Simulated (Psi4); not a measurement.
Intermolecular potential of CH4 ··· CH4O (SMILES C and CO). Monomers: optimised at B3LYP-D3(BJ) (def2-TZVP), held rigid. Orientation: lowest of the rigid-body minima from ten starts at GFN2-xTB. Only R, the distance of the centres of mass, is varied, so the lowest point isn't the relaxed dimer.

Calculation: SAPT0/jun-cc-pVDZ, frozen core in Psi4.

Components in kJ/mol:

| R / Å | electrostatics | exchange | induction | dispersion | total |
|---|---|---|---|---|---|
| 3.17 | -28.96 | 66.13 | -11.24 | -12.03 | 13.90 |
| 3.33 | -17.82 | 38.17 | -6.76 | -8.54 | 5.06 |
| 3.56 | -9.07 | 17.14 | -3.37 | -5.37 | -0.67 |
| 3.74 | -5.50 | 9.10 | -2.02 | -3.81 | -2.23 |
| 3.90 | -3.62 | 5.17 | -1.33 | -2.85 | -2.62 |
| 4.11 | -2.20 | 2.46 | -0.80 | -1.98 | -2.52 |
| 4.42 | -1.17 | 0.81 | -0.41 | -1.20 | -1.97 |
| 4.73 | -0.71 | 0.26 | -0.23 | -0.75 | -1.44 |
| 5.26 | -0.36 | 0.04 | -0.10 | -0.37 | -0.80 |
| 5.95 | -0.18 | 0.00 | -0.04 | -0.17 | -0.39 |
| 6.92 | -0.08 | 0.00 | -0.01 | -0.06 | -0.16 |
| 8.25 | -0.03 | 0.00 | 0.00 | -0.02 | -0.06 |
